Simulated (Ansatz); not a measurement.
Breaking the B1–H3 bond in aminoborane (SMILES BN) (multiplicity 1 held, fragments rigid). Energies count from the point at 1.193 Å.
Geometry at that point (charge 0, multiplicity 1):
```xyz
6

B     -0.7760     0.0448    -0.0030
N      0.6093    -0.0352     0.0024
H     -1.4138    -0.9629    -0.0311
H     -1.2939     1.1191     0.0205
H      1.2097     0.7728     0.0253
H      1.1130    -0.9068    -0.0162
```

Signs of static correlation in cc-pVTZ, with CASSCF(2,2), from Ansatz (an electronic-structure program) runs.

```csv
R (Å),T1 of restricted CCSD,⟨S²⟩ of UHF,largest double amplitude of restricted CCSD,weight of the CASSCF reference in MRCISD,CASSCF natural occupations
0.954,0.013,0.000,0.047,0.913,1.99 0.01
1.074,0.013,0.000,0.047,0.913,1.99 0.01
1.193,0.013,0.000,0.047,0.913,1.98 0.02
1.312,0.013,0.000,0.048,0.913,1.98 0.02
1.431,0.013,0.000,0.048,0.913,1.97 0.03
1.610,0.014,0.000,0.048,0.913,1.95 0.05
1.789,0.016,0.000,0.097,0.913,1.93 0.07
2.088,0.021,0.369,?,0.913,1.86 0.14
2.386,0.030,0.711,0.267,0.914,1.77 0.23
2.744,0.047,0.889,0.390,0.914,1.61 0.39
3.221,?,0.972,0.581,0.915,1.38 0.62
3.817,0.106,0.999,0.807,0.915,1.18 0.82
```

Some entries are withheld; supply them.


- 2.088, largest double amplitude of restricted CCSD: 0.179
- 3.221, T1 of restricted CCSD: 0.076

Doubts at one or more of the structures used: a restricted determinant that unrestricted orbitals would lower (R-CCSD(T)/cc-pVTZ); other coupled-cluster roots lie near (R-CCSD(T)/cc-pVTZ); T1 above 0.05 (R-CCSD(T)/cc-pVTZ, U-CCSD(T)/cc-pVTZ); a spin-contaminated determinant (U-CCSD(T)/cc-pVTZ).
